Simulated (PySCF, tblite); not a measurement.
Isomers of C6H9FS. Method: GFN2-xTB as coded in tblite; computed harmonic values from a numerical Hessian at the method's own geometry, unscaled. Against measured fundamentals such values can be off by several per cent, at times by over 20. One conformer each.

Electronic energies: PBE0/pcSseg-1 single points on the GFN2-xTB geometries (PySCF, gas phase).

| SMILES | electronic energy, lowest = 0 (kcal/mol) |
| --- | --- |
| CS[C@H](C)C#CCF | 43.4 |
| FC[C@H]1CCC(=S)C1 | 0.0 |
| CC[C@H]1C=C(F)SC1 | 7.4 |

Problem. How do GFN2-xTB zero-point energies change the relative energies?

Solution. 
```csv
SMILES,ZPE (kcal/mol),of it from modes above 1550 cm⁻¹,electronic (kcal/mol),"with ZPE, lowest = 0 (kcal/mol)",lowest mode (cm⁻¹),rings
FC[C@H]1CCC(=S)C1,85.9,38.2,0.0,0.0,60,1
CC[C@H]1C=C(F)SC1,85.3,41.2,7.4,6.7,60,1
CS[C@H](C)C#CCF,82.4,42.0,43.4,39.9,9,0
```

The zero-point energies span 3.5 kcal/mol, from `CS[C@H](C)C#CCF` to `FC[C@H]1CCC(=S)C1`. The order is unchanged.

Problem. And how do the electronic energies of GFN2-xTB itself compare?

Solution. `FC[C@H]1CCC(=S)C1` 0.0; `CC[C@H]1C=C(F)SC1` 8.7; `CS[C@H](C)C#CCF` 42.8 kcal/mol, lowest = 0. Against the energies above, taken from the same isomer `FC[C@H]1CCC(=S)C1`, the largest difference is 1.3 kcal/mol.
